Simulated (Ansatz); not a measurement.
The first iterations of a band of CH$_{9}$NSi$_{3}$ (14 atoms, charge 0, multiplicity 1).

The calculation used RHF/6-31G* in Ansatz.

```
movable images  : 5
climbing image  : yes
spring          : 5.0 eV/Å²
optimiser       : quadratic models (default)
start path      : IDPP
force threshold : 0.05 eV/Å
iteration limit : 60
end points      : relaxed
```

Initial state:

```xyz
14
Properties=species:S:1:pos:R:3
N -1.968 1.829 0.266
Si -0.922 0.536 0.685
Si 1.296 0.768 0.928
C 0.403 -0.120 -0.524
Si 0.631 -1.945 -0.830
H -2.799 1.681 -0.267
H -1.642 2.768 0.196
H -1.667 -0.535 1.362
H 2.114 -0.062 1.827
H 1.989 2.017 0.563
H 0.473 0.449 -1.447
H 0.531 -2.692 0.443
H 1.952 -2.246 -1.426
H -0.405 -2.476 -1.746
```

Final state:

```xyz
14
Properties=species:S:1:pos:R:3
N -1.612 1.810 1.191
Si -0.466 0.542 1.048
Si 1.564 0.811 0.133
C 0.084 -0.130 -0.654
Si 0.176 -1.959 -1.002
H -2.594 1.636 1.151
H -1.389 2.751 0.949
H -0.742 -0.518 2.027
H 2.745 0.016 0.508
H 1.946 2.059 -0.550
H -0.339 0.412 -1.495
H -1.165 -2.533 -1.254
H 0.759 -2.670 0.157
H 1.019 -2.256 -2.182
```

| iteration | highest image above the first end (eV) | largest band force component (eV/Å) |
| --- | --- | --- |
| 1 | 0.215 | 1.663 |
| 2 | 0.112 | 0.437 |

Question: Does the band converge within its limit, and where does its top end?

Answer: It converged. It ended after 5 iterations with the highest image 0.078 eV above the first end. A vibrational analysis at the climbing image gives one clearly imaginary mode, 133i cm⁻¹: a first-order saddle point.

The run took 98 s on 1 CPU thread of a shared host.
